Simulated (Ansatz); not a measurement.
`[OH][Ga]([OH])[F]` + H–F → `[OH][Ga]([F])[F]` + H₂O at 700 K and 1 bar (ligand exchange at a Ga–O bond).

Program: Ansatz. Geometries: PBE0-D4/def2-TZVP. ΔE: electronic, gas phase. CCSD(T)/CBS adds triple-zeta CCSD(T) − MP2 to the extrapolated MP2 energy (def2 sets, frozen cores). This one scheme is used for every species. For Ga outer-core shells are correlated without core-valence functions, which leaves a few kJ/mol of doubt a bond. Scalar relativity is left out up to krypton. One conformer a species, not always the lowest.

```tsv
species	CCSD(T)/CBS energy (Eh)	H − E (kJ/mol)	S (J/(mol·K))
`[OH][Ga]([OH])[F]`	-2175.39098	134.8	402.7
H–F	-100.39570	45.2	198.5
`[OH][Ga]([F])[F]`	-2199.41346	98.2	386.2
H₂O	-76.37941	80.5	218.4
```

H − E and S are ideal-gas, rigid-rotor, harmonic terms from PBE0-D4/def2-TZVP, for one conformer and one mirror image of each species. 1 Eh = 2625.50 kJ/mol, R = 8.31446 J/(mol·K).

By hand: ΔE, ΔH, ΔS and ΔG.

ΔE = (-2199.41346) + (-76.37941) − (-2175.39098) − (-100.39570) = -0.00619 Eh = -16.3 kJ/mol. Δ(H − E) = 98.2 + 80.5 − 134.8 − 45.2 = -1.3, so ΔH = -17.6 kJ/mol. ΔS = 386.2 + 218.4 − 402.7 − 198.5 = 3.4 J/(mol·K). ΔG = -17.6 − 700 × (3.4)/1000 = -20.0 kJ/mol.

By hand: the equilibrium constant, and the temperature at which ΔG would vanish if ΔH and ΔS stayed fixed.

log₁₀ K = −ΔG/(RT ln 10) = 1.5. ΔH and −TΔS have one sign here, so there is no such temperature.

The number of gas molecules stays the same, so ΔS is small and ΔH decides. A doubt of 5 kJ/mol in ΔE shifts log₁₀ K by 0.4 here. Other conformers and mirror images would add mixing entropy, several J/(mol·K) or more a flexible species. These are equilibria of isolated gas molecules and say nothing of rates. Largest T1 diagnostic: 0.015 (customary marks: 0.02 for closed shells, 0.045 for open ones).

ΔS is within the doubt of such terms, so its sign, and with it that verdict, could turn.
